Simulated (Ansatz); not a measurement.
Input for Ansatz (a program for electronic structure): R-CCSD(T)/cc-pVQZ on BH3Se (SMILES B[SeH]), a point of a torsion scan. The run froze 15 orbitals, filled d shells among them.

Ansatz 0.2 input:
```yaml
crystal:
  periodic: [false, false, false]
  atoms:
    - {symbol: B, position_ang: [-0.61991800, -0.05726001, 0.00213825]}
    - {symbol: Se, position_ang: [1.12804024, -0.72919893, 0.38240308]}
    - {symbol: H, position_ang: [-1.49500047, -0.79423314, -0.22308753]}
    - {symbol: H, position_ang: [-0.85938832, 1.03772163, 0.33701447]}
    - {symbol: H, position_ang: [1.25981846, -0.13058863, 1.68592986]}
basis:
  gaussian:
    orbitals: cc-pVQZ
magnetization: {spin_polarized: false}
correlation: {method: ccsd_t, electrons: outside_noble_gas}
scf: {lower_state_search: off}
```

Program output:

```
WARN ansatz: RAYON_NUM_THREADS=1 ignored (pool sized by the plan → 1); use --threads N
Functional definition: HF
these checks for a lower state are left out or cut short: stability, starts, cluster_reference, orbital_swaps, neighbouring_geometries, increment
integrals: 0.99 GiB planned
1279 factors; integrals over basis functions are off by at most 8.1e-4 eV
mean field: 0.65 GiB planned
mean field evaluation 1: about -66022.5729 eV, gradient 1.3e1 eV
mean field evaluation 2: about -66022.6432 eV, gradient 1.3e1 eV
mean field evaluation 4: about -66023.4733 eV, gradient 1.6e0 eV
mean field evaluation 8: about -66023.4843 eV, gradient 1.4e-1 eV
mean field -66023.48453683 eV, -2426.3183044034 hartree, gradient 2.9e-6 eV, S^2 0.000000; 0 other end points of the search recorded, 0 dependent functions left out
15 core orbitals not correlated
reference -66023.48453683 eV, -2426.3183044034 hartree; 6, 6 occupied and 192, 192 virtual orbitals, 1279 factors
second order -7.69625443 eV of doubles, -0.00000000 eV of singles
coupled cluster: 1.13 GiB planned
cycle   1  -8.22790036 eV  change   -5.3e-1 eV  update   6.8e-2
cycle   2  -8.45951585 eV  change   -2.3e-1 eV  update   2.2e-2
cycle   3  -8.50181647 eV  change   -4.2e-2 eV  update   1.4e-2
cycle   4  -8.49721532 eV  change    4.6e-3 eV  update   6.4e-3
cycle   5  -8.49652438 eV  change    6.9e-4 eV  update   3.2e-3
cycle   6  -8.49700422 eV  change   -4.8e-4 eV  update   1.0e-3
cycle   7  -8.49718041 eV  change   -1.8e-4 eV  update   3.3e-4
cycle   8  -8.49731325 eV  change   -1.3e-4 eV  update   1.4e-4
cycle   9  -8.49728964 eV  change    2.4e-5 eV  update   5.5e-5
cycle  10  -8.49727946 eV  change    1.0e-5 eV  update   1.9e-5
cycle  11  -8.49728618 eV  change   -6.7e-6 eV  update   7.8e-6
perturbative correction -0.34942014 eV, -0.0128409535 hartree
Total energy: -66032.33124315 eV, -2426.6434148641 hartree
Checks for a lower state left out: stability, starts, cluster_reference, orbital_swaps, neighbouring_geometries, increment
```

The run converged.

Cost: very roughly 2.7 core-minutes.
